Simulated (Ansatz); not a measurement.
A nudged elastic band was laid between two geometries of C$_{2}$H$_{6}$FNOSi (12 atoms, charge 0, multiplicity 1).

Theory: RKS CAM-B3LYP-D4/def2-SVP (Ansatz).

| Item | Value |
| --- | --- |
| movable images | 7 |
| climbing image | yes |
| spring | 5.0 eV/Å² |
| optimiser | quadratic models (default) |
| start path | IDPP |
| force threshold | 0.03 eV/Å |
| iteration limit | 44 |
| end points | relaxed |

Image 0:

```xyz
12
Properties=species:S:1:pos:R:3
C 0.885 -1.448 1.262
O 0.373 -0.957 0.033
C -0.101 0.300 0.029
N -0.096 1.020 1.069
Si -0.740 0.788 -1.682
F -1.263 2.315 -1.483
H 1.220 -2.474 1.070
H 0.108 -1.435 2.041
H 1.723 -0.827 1.611
H -0.495 1.940 0.871
H -1.882 -0.059 -2.097
H 0.345 0.781 -2.689
```

Image 8:

```xyz
12
Properties=species:S:1:pos:R:3
C 0.818 -1.304 1.243
O 0.310 -0.829 0.016
C -0.170 0.440 -0.043
N -0.230 1.295 0.884
Si -0.779 0.814 -1.794
F -1.373 2.316 -1.838
H 1.148 -2.335 1.071
H 0.043 -1.301 2.028
H 1.677 -0.703 1.584
H 0.135 0.963 1.782
H -1.859 -0.135 -2.157
H 0.357 0.725 -2.743
```

Problem. What changes between the two ends?

Solution. No bond is made or broken. The dihedral Si5–C3–N4–H10 changes from 0 to -180° by way of a nearly straight angle C3–N4–H10 (up to 179°), not by a turn about the bond.

Problem. What energy profile does the band end with?

Solution. It converged. The highest image is number 4 of 0 to 8, 1.00 eV above the first end and 0.79 eV above the last; the last end lies 0.21 eV above the first. A vibrational analysis at the climbing image gives one clearly imaginary mode, 979i cm⁻¹: a first-order saddle point.

```csv
image,path coordinate (Å),energy (eV),angle C3–N4–H10 (°)
0,0.00,0.00,111
1,0.32,0.03,113
2,0.63,0.18,123
3,0.95,0.61,146
4,1.27,1.00,179
5,1.52,0.76,151
6,1.77,0.42,130
7,2.02,0.26,119
8,2.27,0.21,114
```

Problem. What is the geometry of the highest image?

Solution. 
```xyz
12
Properties=species:S:1:pos:R:3
C 0.738 -1.403 1.276
O 0.317 -0.924 0.017
C -0.126 0.372 -0.033
N -0.186 1.141 0.925
Si -0.631 0.765 -1.823
F -1.133 2.306 -1.843
H 1.053 -2.443 1.132
H -0.081 -1.358 2.012
H 1.578 -0.808 1.666
H -0.219 1.751 1.710
H -1.758 -0.096 -2.261
H 0.526 0.641 -2.745
```

Problem. What are the harmonic wavenumbers there?

Solution. 979i, 43, 119, 131, 156, 266, 332, 427, 460, 533, 704, 747, 810, 873, 920, 978, 1035, 1178, 1187, 1212, 1455, 1462, 1486, 1869, 2276, 2282, 3048, 3126, 3183, 3935 cm⁻¹.

Run time: 5.7 min on 2 threads of Arm Neoverse V2, with other jobs on the host, peak memory 0.34 GiB.
